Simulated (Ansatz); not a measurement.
Mulliken charges of CH2ClNSe (`NC(Cl)=[Se]`) from r2SCAN/def2-TZVPP in Ansatz (PBE0-D4/def2-TZVP geometry).

```json
{"atom": "N1", "x (Å)": "-0.536", "y (Å)": "0.517", "z (Å)": "0.164", "charge (e)": "-0.218"}
{"atom": "C2", "x (Å)": "0.389", "y (Å)": "-0.380", "z (Å)": "-0.171", "charge (e)": "0.119"}
{"atom": "Cl3", "x (Å)": "1.079", "y (Å)": "-1.129", "z (Å)": "1.236", "charge (e)": "-0.070"}
{"atom": "Se4", "x (Å)": "0.884", "y (Å)": "-0.787", "z (Å)": "-1.829", "charge (e)": "-0.227"}
{"atom": "H5", "x (Å)": "-0.768", "y (Å)": "0.699", "z (Å)": "1.126", "charge (e)": "0.188"}
{"atom": "H6", "x (Å)": "-1.006", "y (Å)": "1.016", "z (Å)": "-0.572", "charge (e)": "0.208"}
```

Task: By hand: the dipole of these point charges (1 e Å = 4.8032 D).

Result: Σ q r = (-0.467, 0.442, 0.365) e Å, of length 0.739 e Å = 3.55 D.

Task: How does the dipole of the full density compare? (Best estimate.)

Result: Computed: (-0.515, 0.485, 0.479) e Å, 4.10 D; the point charges give 0.87 times that, at 5° from its direction.

Point charges leave out the atoms' own dipoles, such as those of lone pairs, and Mulliken's split depends on the basis, so the close match here is no proof of good charges.
